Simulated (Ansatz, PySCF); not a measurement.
Constitutional and geometric isomers with formula CH10Si3. Isolated molecules, 0 K electronic values unless said otherwise. One relaxed conformer stands for each flexible species; it need not be the lowest. Strings in code marks are SMILES.

Quantity: electronic energy of isomers of CH10Si3 relative to `C[SiH2][SiH2][SiH3]` (C–Si–Si–Si torsion 59°), in eV.

Level 1: frozen-core CCSD(T)/6-31g // B3LYP-D3(BJ)/def2-TZVP (Ansatz, a program for electronic structure)
Level 2: HSE06/cc-pVTZ // B3LYP-D3(BJ)/def2-TZVP (Ansatz)
Level 3: PBE-D3(BJ)/def2-TZVP // B3LYP-D3(BJ)/def2-TZVP (PySCF)
Level 4: M06-2X/6-31G* // B3LYP-D3(BJ)/def2-TZVP (PySCF)

```json
[
 {"species": "`[SiH3]C([SiH3])[SiH3]`", "level 1": "0.60", "level 2": "0.259", "level 3": "…", "level 4": "0.007"},
 {"species": "`[SiH3]C[SiH2][SiH3]` (Si–C–Si–Si torsion 56°)", "level 1": "0.362", "level 2": "…", "level 3": "0.188", "level 4": "0.081"},
 {"species": "`C[SiH]([SiH3])[SiH3]`", "level 1": "0.011", "level 2": "…", "level 3": "0.025", "level 4": "0.033"}
]
```

Problem. What belongs in the gaps?

Solution. 
- `[SiH3]C([SiH3])[SiH3]`, level 3: 0.221
- `[SiH3]C[SiH2][SiH3]` (Si–C–Si–Si torsion 56°), level 2: 0.204
- `C[SiH]([SiH3])[SiH3]`, level 2: 0.030
